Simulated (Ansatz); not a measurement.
`[NH2][Mg][O][SiH3]` + `[OH][Mg][OH]` → `[NH2][Mg][OH]` + `[OH][Mg][O][SiH3]`  (redistribution)

Gas-phase electronic energies from Ansatz, PBE0-D4/def2-TZVP geometries. CBS: MP2 limit from def2 TZ/QZ plus the TZ coupled-cluster correction, frozen cores. Functionals use def2-TZVPP. For Mg outer-core shells are correlated without core-valence functions, which leaves a few kJ/mol of doubt a bond. Each species was taken in one conformer, which may not be the lowest.

`[NH2][Mg][O][SiH3]`:

```xyz
9

N    -1.429   -2.318    1.288
Mg   -0.542   -0.873    0.486
O     0.307    0.509   -0.282
Si    1.076    1.745   -0.970
H    -1.579   -2.454    2.276
H    -1.846   -3.104    0.811
H     1.721    1.342   -2.255
H     0.142    2.870   -1.273
H     2.150    2.284   -0.082
```

`[OH][Mg][OH]`:

Cartesian coordinates in Å:
```
O -1.097 -0.738 1.171
Mg 0.002 -0.001 0.002
O 1.108 0.734 -1.164
H -1.672 -0.754 1.925
H 1.659 0.759 -1.934
```

`[NH2][Mg][OH]`:

```xyz
6

N     0.283    0.785   -1.221
Mg   -0.047   -0.196    0.351
O    -0.302   -1.083    1.861
H    -0.115    1.679   -1.462
H     0.901    0.520   -1.972
H    -0.719   -1.705    2.443
```

`[OH][Mg][O][SiH3]`:

Cartesian coordinates in Å:
```
O 0.518 -2.235 -2.413
Mg 0.256 -1.069 -1.128
O -0.044 0.156 0.142
Si -0.313 1.256 1.287
H 0.792 -2.992 -2.912
H -1.041 0.666 2.449
H 0.966 1.828 1.804
H -1.135 2.390 0.771
```

(1) Is it downhill or uphill in electronic energy at CCSD(T)/CBS, and by how much? (Estimate.)

(2) What do these levels give: PBE0-D4, r2SCAN0-D4, BHLYP-D4, ωB97M-V, PBE-QIDH, r2SCAN0, BHLYP, LC-ωPBE, MP2/def2-SVP, SCS-MP2/def2-TZVPP, MP2/def2-QZVPP, MP2/CBS(def2)? (An estimate is asked.)

Largest T1 diagnostic among the species: 0.011.

Results:

(1) Ansatz gave: Nearly level: ΔE = +0.9 kJ/mol.

(2) The calculation gave: PBE0-D4 0.9, r2SCAN0-D4 0.4, BHLYP-D4 0.4, ωB97M-V 0.6, PBE-QIDH 0.5, r2SCAN0 0.3, BHLYP 0.3, LC-ωPBE 0.4, MP2/def2-SVP 0.9, SCS-MP2/def2-TZVPP 0.3, MP2/def2-QZVPP 0.6, MP2/CBS(def2) 0.8 kJ/mol.

Leaving LDA and LC-ωPBE aside and taking each functional with its dispersion term where it has one, the values, not all of them listed here, spread over 1.3 kJ/mol, from r2SCAN0-D4 to revPBE-D4.
